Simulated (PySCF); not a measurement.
# Bond lengths and vibrations by method: AlBH2N

All numbers below are calculated, not measured. The program is PySCF 2.14.0, an open-source quantum chemistry code, run on an isolated molecule that a program drew, which may never have been made. The molecule is AlBH2N (charge 0, doublet), drawn as the SMILES string `[BH][N]=[AlH]`.

The geometry was optimised and harmonic frequencies were computed with HF and MP2, all in the cc-pV(D+d)Z basis, for the commonest isotopes, with a restricted reference for singlets and an unrestricted one otherwise, and a frozen core in MP2. Each result is a local minimum of its method.

Geometry at the HF minimum:
```xyz
5
AlBH2N, angstrom
B     0.3005    1.1741    0.0992
N    -0.8059    0.7206   -0.2584
Al   -2.4150    0.0707   -0.6432
H     1.3424    1.6007    0.4281
H    -2.7955   -0.1334   -2.1772
```

Lengths of the bonds as drawn, in Å (atoms numbered as above):
```
bond,HF,MP2
B1-N2,1.248,1.276
N2-Al3,1.778,1.804
B1-H4,1.173,1.181
Al3-H5,1.594,1.592
```

Rotational constants, in GHz:
| constant | HF | MP2 |
|---|---|---|
| A | 276.9 | 273.2 |
| B | 5.432 | 5.26 |
| C | 5.327 | 5.161 |

Harmonic frequencies in cm^-1, each column in rising order, so a row needn't be the same motion in every method:
| rank | HF | MP2 |
|---|---|---|
| 1 | 155 | 131 |
| 2 | 161 | 143 |
| 3 | 647 | 608 |
| 4 | 693 | 650 |
| 5 | 823 | 715 |
| 6 | 838 | 735 |
| 7 | 1898 | ? |
| 8 | 1938 | 1895 |
| 9 | 2978 | 2896 |

**Estimate the missing MP2 frequency from the HF column.**

A single factor s that minimises the squared misfit of MP2 against s times HF over the other rows is sum(HF x MP2) / sum(HF^2) = 0.9623, with an rms misfit of 42 cm^-1. For rank 7 it gives 0.9623 x 1898 = 1826 cm^-1. The calculation gives 1789 cm^-1, 37 cm^-1 below the estimate. The drawn bonds are on average 1.1 % longer in MP2 than in HF.
